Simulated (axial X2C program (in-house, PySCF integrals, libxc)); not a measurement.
SeBr: a run with one poor setting

Computed with an in-house all-electron X2C program for linear molecules (integrals from PySCF). Two-component (2c) means X2C with spin–orbit coupling and atomic mean-field two-electron Coulomb and Gaunt terms. Basis: Br dyall-v3z [8s9p6d1f], Se dyall-v3z [8s9p6d1f] (cores contracted in-house); Gaussian nuclei, density fitting, unrestricted open shells. Masses: Br 78.918 u, Se 79.917 u.

One setting of this run was spoiled on purpose, so its numbers are not properties of SeBr. Level: HF, with spin–orbit coupling; state Ω = 3/2 (⟨Sz⟩ = 0.50, ⟨Lz⟩ = 1.00 at HF).

```
R (Å)  E − E(lowest point) (eV)  SCF iterations
1.976             not converged              10
2.067             not converged              10
2.135             not converged              10
2.203             not converged              10
2.271             not converged              10
2.350             not converged              10
2.430             not converged              10
2.532             not converged              10
2.657             not converged              10
2.839             not converged              10
```

Output at the reference distance:

```
two-component X2C + atomic mean field  HF
basis functions 144  fitting functions 970  grid points 5806
iter        total energy     max residual
   1      -5030.926798235     2.40e-01
   2      -5030.957854270     1.03e-02
   3      -5030.959381747     9.58e-03
   4      -5030.959802501     4.31e-03
   5      -5030.959926281     1.19e-03
   6      -5030.959949812     6.05e-04
   7      -5030.959952746     1.83e-04
   8      -5030.959953432     1.05e-04
   9      -5030.959953730     7.64e-05
  10      -5030.959954029     5.12e-05
NOT converged
one-electron -7551.90676267  Coulomb 2423.58629461  exact exchange -178.03911755  xc functional 0.00000000  nuclear repulsion 277.28792646  atomic mean-field constant -1.88829489
```

Task: Which setting was spoiled?
A. density fitting set too sparse
B. an excited determinant was followed
C. integration grid too coarse
D. too few iterations allowed
E. virtual space cut too low

Result: D. Too few iterations allowed: 5 iterations an attempt, two attempts.
